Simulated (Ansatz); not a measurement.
Two isomers of BrH5OSi2: A = `O[SiH2][SiH2]Br`, B = `[SiH3]O[SiH2]Br`.

Isolated molecules relaxed with PBE0-D4/def2-TZVP in Ansatz; ΔE leaves out vibrations. CBS: MP2 limit from def2 TZ/QZ plus the TZ coupled-cluster correction, frozen cores. DFT in def2-TZVPP. B3LYP here is the variant with VWN-RPA as its local correlation; programs differ in this. For Br outer-core shells are correlated without core-valence functions, which leaves a few kJ/mol of doubt a bond. Scalar relativity is left out up to krypton. Each species was taken in one conformer, which may not be the lowest.

Problem. Which isomer does CCSD(T)/CBS put lower? Give the gap. (Estimate.)

Solution. Ansatz gave: B, by 29.1 kcal/mol.

Problem. Give E(B) − E(A) in kcal/mol with PBE-D4, B3LYP-D4, ωB97M-V, HF/def2-TZVPP, B2PLYP, PBE0-D4, MP2/def2-TZVPP. (Best estimate.)

Solution. Ansatz gave: PBE-D4 -22.2, B3LYP-D4 -28.7, ωB97M-V -29.4, HF/def2-TZVPP -35.6, B2PLYP -30.1, PBE0-D4 -24.5, MP2/def2-TZVPP -31.1. None reverses the order clearly.

Problem. Does the order hold for the free energy at 298.15 K (harmonic terms from PBE0-D4)? (Estimate.)

Solution. The calculation gave: Yes: G(B) − G(A) = -30.8 kcal/mol, for one conformer each. Modes under 60 cm⁻¹, often nearly free rotors, make the harmonic entropy too high.

Largest T1 diagnostic: 0.010.

Leaving LDA and LC-ωPBE aside and taking each functional with its dispersion term where it has one, the values, not all of them listed here, spread over 9.4 kcal/mol, from BHLYP-D4 to PBE-D4. In def2-TZVPP, CCSD(T) changes the Hartree–Fock value by +6.2 kcal/mol (the triples alone add +0.9 kcal/mol) and MP2 by +4.5 kcal/mol.
